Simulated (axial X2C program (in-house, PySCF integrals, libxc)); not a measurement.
Correcting the dissociation energy of SeF for spin–orbit coupling

A spin-free PBE0 curve (one-electron X2C) was computed with an axial X2C code built on PySCF integrals, basis Se dyall-cv3z [8s9p6d4f1g], F dyall-av3z [7s6p3d2f] (cores contracted in-house), for the state M_S = 1/2, Λ = 1 (beyond evenly filled blocks: π+α, π+β, π-α). It gives D0 = 3.336 eV to Se + F, which in a spin-free picture are the weighted means of the ground terms.

Measured levels of the ground terms (NIST Handbook of Basic Atomic Spectroscopic Data), in cm⁻¹: Se 3P: J = 2 at 0, J = 1 at 1989.5, J = 0 at 2534.4; F 2P: J = 3/2 at 0, J = 1/2 at 404.1.

The two components of the molecular doublet are 1922 cm⁻¹ apart in the PBE0 2c search (Ω = 3/2 lower), so the lower one lies 961 cm⁻¹ under their mean.

Problem. How far does each ground level lie under the (2J+1)-weighted mean of its term?

Solution. Se: (5 × 0 + 3 × 1989.5 + 1 × 2534.4)/9 = 945 cm⁻¹; F: (4 × 0 + 2 × 404.1)/6 = 135 cm⁻¹.

Problem. Correct D0.

Solution. D0 = 3.336 + (961 − 1080)/8065.5 = 3.321 eV at PBE0 with these spin–orbit terms.

Second-order spin–orbit effects in the molecule, which grow quickly with Z, are left out. The state is one determinant whose occupation by symmetry is held fixed; it was picked as the lowest of a PBE0 search that is not exhaustive. Dissociation energies refer to the lowest single-determinant-based atoms at the same level and basis. Without a current term, density functionals place determinants with orbital angular momentum somewhat too high.
